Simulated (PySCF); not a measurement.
SMILES [In]([CH3])([Br])[CH]=C, singlet at its PBE0/def2-SVP optimised geometry (Å):

```
11

In    -0.9078     0.1057     0.0000
Br    -1.8630     2.4378     0.0000
C     -2.4035    -1.4364     0.0005
H     -1.9528    -2.4378    -0.0243
H     -3.0517    -1.3023    -0.8774
H     -3.0191    -1.3328     0.9056
C      1.2286     0.1057     0.0000
C      1.9537    -1.0193    -0.0002
H      1.7496     1.0709     0.0005
H      3.0517    -1.0022     0.0000
H      1.5016    -2.0185    -0.0006
```

Computed with PBE0/def2-TZVP, def2 effective core potentials past Kr (PySCF). The core electrons that the potentials of In replace are not part of the density. Cells within 0.4 Å of a nucleus heavier than hydrogen are left out (blank, or x).

Map of the electrostatic potential (hartree/e), clipped to [-0.08, 0.12] on the plane z = 0.0 Å:

```
|11111111111111111111112222222|
|11111110000000111111112222222|
|11111000000000011111122222222|
|11110000110000001111122222222|
|11100001232100001111222222222|
|11000015999610001112222222222|
|11000039999960001122222222222|
|110000599x9992001222222222222|
|110000699xx993112233332222222|
|11000049999994222466433222222|
|11100018999999644799843222222|
|11110013899999967999943222222|
|11111113899999999999943322222|
|11111124999xx9999x99743333222|
|22222235999xx9999xx9964433322|
|22222348999999999999999853332|
|2222249999999999999x999974332|
|22223699x9999997899x999974332|
|2222369xx99777668999999953332|
|22222499999655559999965443322|
|22222259999844459999643333322|
|22222225999744446997433333222|
|22222223798544444554333322222|
|22222223444433333433333222222|
|22222222333333333333332222222|
|22222222333333333333332222222|
|22222222233333333333222222222|
|22222222222333333322222222222|
|22222222222222222222222222222|
```
Scale: ten equal steps from -0.035 (start of '0') to 0.120 (end of '9'), in the order '0123456789'; x runs from -5.50 to 5.50, y from -5.50 (bottom) to 5.50 (top).
